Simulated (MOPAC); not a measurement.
MOPAC input (PM7):

```
PM7 1SCF CHARGE=1 GEO-OK AUX(PRECISION=9) THREADS=1
CF

C    -0.00000000 1   -0.00000000 1   -0.69355300 1
F     0.00000000 1    0.00000000 1    0.46236900 1
```

Output:

```
 *******************************************************************************
 **                                                                           **
 **                              MOPAC v23.2.5                                **
 **                                                                           **
 *******************************************************************************
 ** MOPAC's Digital Object Identifier: https://doi.org/10.5281/zenodo.6511958 **
 **                                                                           **
 ** Please cite the open-source release paper for use of this MOPAC version:  **
 ** J. E. Moussa and J. J. P. Stewart (2026)                                  **
 ** MOPAC: An open-source semiempirical molecular orbital program             **
 ** J. Open Source Softw., 11(119), 8025, https://doi.org/10.21105/joss.08025 **
 *******************************************************************************

                              PM7 CALCULATION RESULTS

 *******************************************************************************
 *  PM7        - The PM7 Hamiltonian to be used
 *  GEO-OK     - OVERRIDE INTERATOMIC DISTANCE AND OTHER SAFETY CHECKS
 *
 *
 *
 *                 CHARGE ON SYSTEM = +1
 *
 *
 *
 *  1SCF       - DO 1 SCF AND THEN STOP
 *  AUX        - OUTPUT AUXILIARY INFORMATION
 *******************************************************************************
PM7 1SCF CHARGE=1 GEO-OK AUX(PRECISION=9) THREADS=1
 CF

   ATOM   CHEMICAL          X               Y               Z
  NUMBER   SYMBOL      (ANGSTROMS)     (ANGSTROMS)     (ANGSTROMS)

     1       C         -0.00000000  *  -0.00000000  *  -0.69355300  *
     2       F          0.00000000  *   0.00000000  *   0.46236900  *

          CARTESIAN COORDINATES

    NO.       ATOM           X           Y           Z

     1         C         -0.0000     -0.0000     -0.6936
     2         F          0.0000      0.0000      0.4624

 General Reference for PM7:
 "Optimization of Parameters for Semiempirical Methods VI: More Modifications to the
 NDDO Approximations and Re-optimization of Parameters", J. J. P. Stewart, J. Mol. Mod., 1:32, 19 (2013)
 https://link.springer.com/article/10.1007/s00894-012-1667-x

           Empirical Formula: C F  =     2 atoms

      MOLECULAR POINT GROUP   :   C*v

      RHF CALCULATION, NO. OF DOUBLY OCCUPIED LEVELS = 5

 -------------------------------------------------------------------------------
 PM7 1SCF CHARGE=1 GEO-OK AUX(PRECISION=9) THREADS=1
 CF

     1SCF WAS SPECIFIED, SO BFGS WAS NOT USED
     SCF FIELD WAS ACHIEVED

                              PM7 CALCULATION
                                                       MOPAC v23.2.5 Linux

          FINAL HEAT OF FORMATION =        237.73835 KCAL/MOL =     994.69725 KJ/MOL

          COSMO AREA              =         57.82 SQUARE ANGSTROMS
          COSMO VOLUME            =         40.33 CUBIC ANGSTROMS

          IONIZATION POTENTIAL    =         23.165734 EV
          HOMO LUMO ENERGIES (EV) =        -23.166 -7.808
          NO. OF FILLED LEVELS    =          5
          MOLECULAR WEIGHT        =         31.0094         POINT GROUP:  C*v

          MOLECULAR DIMENSIONS (Angstroms)

            Atom       Atom       Distance
            F     2    C     1     1.15592
            F     2    C     1     0.00000
            C     1    F     2     0.00000

          SCF CALCULATIONS        =          1

   ATOM   CHEMICAL          X               Y               Z
  NUMBER   SYMBOL      (ANGSTROMS)     (ANGSTROMS)     (ANGSTROMS)

     1       C         -0.00000000  *  -0.00000000  *  -0.69355300  *
     2       F          0.00000000  *   0.00000000  *   0.46236900  *

                             CARTESIAN COORDINATES

   1    C       -0.000000000    -0.000000000    -0.693553000
   2    F        0.000000000     0.000000000     0.462369000

           Empirical Formula: C F  =     2 atoms

      MOLECULAR POINT GROUP   :   C*v

                  EIGENVALUES
 -52.87650 -31.87376 -26.33775 -26.33775 -23.16573  -7.80848  -7.80848  -4.30982

              NET ATOMIC CHARGES AND DIPOLE CONTRIBUTIONS

  ATOM NO.   TYPE          CHARGE      No. of ELECS.   s-Pop       p-Pop
    1          C           1.078452        2.9215     1.90015     1.02140
    2          F          -0.078452        7.0785     1.93359     5.14486
 DIPOLE           X         Y         Z       TOTAL
 POINT-CHG.     0.000     0.000    -3.837     3.837
 HYBRID         0.000     0.000     1.255     1.255
 SUM            0.000     0.000    -2.582     2.582

          ATOMIC ORBITAL ELECTRON POPULATIONS

     Atom    s        px        py        pz
    1  C   1.90015   0.18954   0.18954   0.64231
    2  F   1.93359   1.81046   1.81046   1.52394

 **********************
 *                    *
 * JOB ENDED NORMALLY *
 *                    *
 **********************

 == MOPAC DONE ==
```

The dipole moment of an ion depends on the origin.

The geometry given is a B3LYP-D3(BJ)/def2-TZVP minimum.
